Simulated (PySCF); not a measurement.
**Correlation energy of In⁺ (indium, charge +1)**

[Kr] 4d10 5s2, closed-shell 1S. Computed with PySCF 2.14 in aug-cc-pVTZ-DK3 (8s7p5d2f, 68 functions), with scalar relativity by spin-free X2C-1e. Frozen: [Kr] 4d10; 2 electrons correlated.

With two correlated electrons CCSD is exact within the correlated space (frozen core and kept virtual orbitals).

| level | correlation energy (mhartree) |
| --- | --- |
| CCSD | -32.69 |

Diagnostics: T1 = 0.0063, D1 = 0.0089, largest double amplitude 0.095.

Cost of the coupled-cluster step: about 0.21 core-seconds, for 2 correlated electrons.
